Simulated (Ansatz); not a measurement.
Mulliken charges of Ge2H6O, SMILES `[GeH3][O][GeH3]` from ωB97M-V/def2-TZVPP in Ansatz (PBE0-D4/def2-TZVP geometry).

```tsv
atom	x (Å)	y (Å)	z (Å)	charge (e)
Ge1	-0.705	1.074	-0.928	0.266
O2	0.734	0.212	-0.352	-0.548
Ge3	0.808	-1.059	0.883	0.266
H4	-1.698	0.060	-1.529	0.001
H5	-0.202	2.058	-1.990	0.007
H6	-1.361	1.814	0.255	0.001
H7	2.287	-1.450	0.988	0.007
H8	-0.057	-2.254	0.436	0.001
H9	0.281	-0.500	2.220	0.001
```

Q: By hand: the dipole of these point charges (1 e Å = 4.8032 D).

A: Σ q r = (-0.363, -0.109, 0.175) e Å, of length 0.417 e Å = 2.00 D.

Q: How does the dipole of the full density compare? (An estimate is asked.)

A: The calculation gave: (-0.160, -0.048, 0.077) e Å, 0.88 D; the point charges give 2.27 times that, at 0° from its direction.

Point charges leave out the atoms' own dipoles, such as those of lone pairs, and Mulliken's split depends on the basis, so the two needn't agree.
